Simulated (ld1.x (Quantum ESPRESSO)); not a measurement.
How hard is this caesium TM potential?

```
Element                 : Cs
Generator               : ld1.x (Quantum ESPRESSO) 7.5
Type                    : norm-conserving Troullier–Martins (Kleinman–Bylander form)
Functional              : PBE
Relativity              : fully relativistic
Frozen core             : [Kr] 4d10
Valence charge          : 9
Reference configuration : 5s2 5p6 5d0 6s1 6p0
Partial waves           : 5s (bound): rc 1.80 bohr; 5p (bound): rc 3.30 bohr; 5d (bound, empty): rc 3.95 bohr
Local potential         : all-electron potential smoothed inside 2.10 bohr (lloc = -1)
Core correction         : a·sin(br)/r model core inside 0.98 bohr
```

Open shells are filled in proportion to 2j + 1 (rel_dist='average').

Occupied shells without a wave of their own: 6s. They enter only through the test configuration that unscreens the potential, and ld1.x also counts them in the model core charge.

The pseudo-atom Hamiltonian at the reference potential is diagonalised in spherical Bessel functions j_l(qr) that vanish at 20 bohr, with q² up to the cutoff. All-electron valence levels (Ry): 5s -1.9622, 6s -0.1533, 5p1/2 -1.0761, 6p1/2 -0.0578, 5p3/2 -0.9564, 6p3/2 -0.0528, 5d3/2 -0.0299, 5d5/2 -0.0272.

How do the lowest levels (Ry) of each channel move with the cutoff, and are there ghosts?

```
cutoff (Ry)     s #1     s #2    s #3  p1/2 #1  p1/2 #2  p1/2 #3  p3/2 #1  p3/2 #2  p3/2 #3  d3/2 #1  d5/2 #1    f #1    f #2  Σ f·Δε (mRy)
          8  -1.8242  -0.1450  0.0124  -1.0735  -0.0574   0.0532  -0.9553  -0.0524   0.0570  -0.0285  -0.0258  0.0751  0.1895         294.3
         15  -1.9400  -0.1524  0.0099  -1.0759  -0.0580   0.0527  -0.9562  -0.0527   0.0568  -0.0288  -0.0261  0.0750  0.1894          47.1
         25  -1.9493  -0.1531  0.0097  -1.0760  -0.0580   0.0527  -0.9562  -0.0527   0.0567  -0.0288  -0.0261  0.0750  0.1894          27.5
         45  -1.9614  -0.1548  0.0091  -1.0760  -0.0580   0.0527  -0.9562  -0.0527   0.0567  -0.0288  -0.0261  0.0750  0.1894           1.6
         60  -1.9617  -0.1548  0.0091  -1.0760  -0.0580   0.0527  -0.9562  -0.0527   0.0567  -0.0288  -0.0261  0.0750  0.1894           1.1
         90  -1.9621  -0.1549  0.0090  -1.0760  -0.0580   0.0527  -0.9562  -0.0527   0.0567  -0.0288  -0.0261  0.0750  0.1894           0.1
        400  -1.9622  -0.1549  0.0090  -1.0760  -0.0580   0.0527  -0.9562  -0.0527   0.0567  -0.0288  -0.0261  0.0750  0.1894           0.0
```

Result: no extra level below or beside the all-electron valence levels (s, p1/2, p3/2, d3/2, d5/2, f tested); 10 mRy is reached at 35 Ry and 1 mRy at 70 Ry.

ld1.x takes every shell without a wave as core, so the model core holds the 6s electrons as well and exchange and correlation see them twice. This cancels in the reference configuration, but the file is broken for other ones, and its errors say nothing about a proper core correction.
